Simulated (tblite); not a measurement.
Li (SMILES [Li]), doublet (GFN-xTB shapes and energies of metal compounds can be far from the true ones); GFN1-xTB (tblite).

Here is a job for tblite.
```
$ tblite run mol.xyz --method gfn1 --charge 0 --spin 1 --efield 0,0,0.1 --json tblite.json --no-restart

# file mol.xyz
1

Li     0.00000000     0.00000000     0.00000000
```

Task: Write the output that tblite gives for this input, abridged.

Result: 
```
xTB calculator
 | screened Coulomb repulsion
 | Coulomb electrostatics
 |  * isotropic Klopman-Ohno-Mataga-Nishimoto electrostatics
 |  * onsite third-order electrostatics
 | DFT-D3(BJ) dispersion correction
 | Interactions (1)
 | [1] electric field

halogen bonding energy    0.0000000000000E+00 Eh
repulsion energy          0.0000000000000E+00 Eh
dispersion energy         0.0000000000000E+00 Eh
interaction energy        0.0000000000000E+00 Eh
number of electrons       1.0000000000000E+00 e
integral cutoff           4.0000000000000E+01 bohr

------------------------------------------------------------
  cycle        total energy    energy error   density error
------------------------------------------------------------
      1    -0.2673431899289  -2.6734319E-01   7.8862198E-02
      2    -0.2673431899289  -1.4044321E-14   4.7316962E-02
      3    -0.2673431899289  -8.0491169E-15   2.8387325E-06
------------------------------------------------------------

electronic energy        -2.6734318992891E-01 Eh
total energy             -2.6734318992891E-01 Eh

Post processing:
 | Mayer-Wiberg bond orders

[Info] JSON dump of results written to 'tblite.json'
```
